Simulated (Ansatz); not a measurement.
Correlation energies of C3H7AlO2 by basis set

```xyz
13

O    -0.1534   -1.1508    1.9304
Al    0.0830   -1.6060    0.2976
C    -0.5553   -0.3058   -0.9875
C    -0.7908    1.1171   -0.4790
C     0.6838    1.1586   -0.0869
O     0.9727   -0.1575   -0.6502
H     0.1453   -1.6941    2.6565
H     0.6477   -3.0253   -0.1073
H    -0.6642   -0.4566   -2.0601
H    -1.0565    1.8378   -1.2534
H    -1.4930    1.2071    0.3498
H     0.8861    1.1697    0.9849
H     1.2946    1.9058   -0.5948
```

The species carries charge 0 and has multiplicity 1. The bonds changed during the relaxation, so this is another structure than the one it started from. All single points use the PBE0-D4/def2-TZVP geometry. It is one conformer, not always the lowest. Frozen core, restricted reference, the Gaussian-basis code of Ansatz. CBS rows extrapolate triple and quadruple zeta; past MP2 they add the triple-zeta difference.

```json
{"basis": "def2-TZVPP", "HF (Eh)": "-509.44830", "MP2 corr.": "-1.06034"}
{"basis": "def2-QZVPP", "HF (Eh)": "-509.46819", "MP2 corr.": "-1.13684"}
```

Task: Estimate the CCSD correlation energy and the (T) correction in each basis where they were run (hartree).

Result: 
```tsv
basis	CCSD corr.	(T)
def2-TZVPP	-1.09663	-0.04429
CBS(def2)	-1.22979	as TZ
```
